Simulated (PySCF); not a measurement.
# State search for SrBe⁺

Unrestricted PBE0; PySCF, scalar-relativistic core potentials, basis sets Sr def2-SVP with ECP28, Be def2-SVP. Outer shells of the fragments: Sr+ 5s1; Be 2s2.

Followed along the bond (rough minima from three points):

```json
{"2Ms+1": "2", "unpaired": "σ ↑", "⟨S²⟩ at the start": "0.78", "R at minimum (Å)": "3.23", "Te (eV)": "0.00"}
{"2Ms+1": "2", "unpaired": "π ↑", "⟨S²⟩ at the start": "0.75", "R at minimum (Å)": "2.74", "Te (eV)": "0.68"}
{"2Ms+1": "4", "unpaired": "σ ↑↑, π ↑", "⟨S²⟩ at the start": "3.75", "R at minimum (Å)": "3.08", "Te (eV)": "2.41"}
```

Solutions found at the starting distance of 2.770 Å, counted from the lowest of them; the search is not exhaustive and high or unbound solutions are not listed, so other states can lie among these:

```csv
2Ms+1,unpaired,term,E (eV),⟨S²⟩,⟨Lz²⟩,μ (D)
2,σ ↑,²Σ⁺,0.00,0.78,0.00,-0.41
2,π ↑,²Π,0.42,0.75,1.00,-2.69
2,δ ↑,²Δ,1.77,0.75,4.00,2.38
4,"σ ↑↑, π ↑",⁴Π,2.24,3.75,1.00,-2.58
4,"σ ↑, π ↑↑",⁴Σ⁻,2.29,3.75,0.00,-2.92
4,σ ↑↑↑,⁴Σ⁺,2.85,3.75,0.00,1.21
```

A term symbol is given only where ⟨S²⟩ and ⟨Lz²⟩ are close to those of a pure state; real π, δ and φ orbitals otherwise mix terms. A positive dipole points towards Be; it is taken about the centre of mass and depends on that origin.

Task: Compare the gap between the two lowest followed solutions at the starting distance with the gap between their minima.

Result: At PBE0 the second solution (doublet, unpaired electrons π ↑) lies +0.42 eV from the first (doublet, unpaired electrons σ ↑) at 2.770 Å and +0.68 eV at the minima; the two curves relax by different amounts, since their minima lie near 2.74 and 3.23 Å.

Spin–orbit coupling is left out. Counting both spins, an empty level lies below a filled one in some of these solutions, because spin and occupation are held.
